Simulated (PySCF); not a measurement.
# UHF on Mo (molybdenum, neutral)

Configuration: [Kr] 4d5 5s1, high-spin 7S determinant. All numbers are calculated (PySCF 2.14, scalar relativity by spin-free X2C-1e, in x2c-SVPall (6s5p5d1f, 53 functions)).

- Total energy: -4045.825220 hartree
- One-electron energy: -5584.3891 hartree
- Hartree (Coulomb) energy: 1661.2843 hartree
- Exchange energy: -122.7204 hartree
- ⟨S²⟩: 12.0034
- ⟨L²⟩: 0.000
- Sum of ⟨r⟩: 31.70 bohr
- Sum of ⟨r²⟩: 55.45 bohr²
- Langevin diamagnetic susceptibility: -43.9 ×10⁻⁶ cm³/mol
- Time after the integrals: 0.22 s of wall time on 1 thread of Neoverse-V1 (shared host)

```tsv
shell	electrons	mean orbital energy (eV)	rms radius, mean of both spins (bohr)
1s α	1	-20106.0	0.0404
1s β	1	-20106.0	0.0404
2s α	1	-2915.0	0.166
2s β	1	-2914.1	0.166
2p α	3	-2601.2	0.148
2p β	3	-2600.4	0.148
3s α	1	-528.55	0.456
3s β	1	-527.99	0.456
3p α	3	-422.45	0.462
3p β	3	-421.86	0.462
3d α	5	-250.00	0.453
3d β	5	-248.69	0.453
4s α	1	-81.951	1.19
4s β	1	-75.836	1.19
4p α	3	-51.689	1.34
4p β	3	-43.653	1.34
4d α	5	-9.372	2.12
5s α	1	-6.498	3.94
```

Densities and radii are taken from the X2C orbitals without a picture-change correction, which distorts them close to the nucleus.
